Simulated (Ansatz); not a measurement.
CH6AsNSi (`C[As]1N[SiH2]1`), relaxed with RKS PBE0-D4/def2-TZVP in Ansatz from a PBE-D4/def2-SVP geometry. The force threshold is 0.005 eV/Å; the program also tests the step.

Charge 0, multiplicity 1.

Start:

```xyz
10

C    -1.203    0.268   -1.116
As    0.808    0.215   -1.133
N     1.177   -1.111    0.250
Si    1.089    0.352    1.187
H    -1.625    0.112   -0.104
H    -1.583   -0.521   -1.796
H    -1.539    1.253   -1.501
H     0.660   -1.992    0.310
H     2.350    0.753    1.895
H    -0.134    0.670    2.007
```

Task: By how much does the energy fall, and how many steps does the optimiser take? (Best estimate.)

Result: Ansatz gave: 5.82 kJ/mol, in 8 steps.

Task: Which bonds change most? (Best estimate.)

Result: Computed: As2–Si4 from 2.341 to 2.301 Å; N3–Si4 from 1.740 to 1.708 Å; C1–As2 from 2.011 to 1.985 Å; As2–N3 from 1.951 to 1.925 Å.

Task: Give the relaxed structure. (Estimate.)

Result: Computed: 
```xyz
10

C    -1.187    0.265   -1.103
As    0.798    0.216   -1.115
N     1.153   -1.093    0.252
Si    1.073    0.348    1.166
H    -1.599    0.118   -0.104
H    -1.560   -0.515   -1.769
H    -1.513    1.233   -1.487
H     0.647   -1.962    0.308
H     2.318    0.751    1.861
H    -0.129    0.641    1.990
```
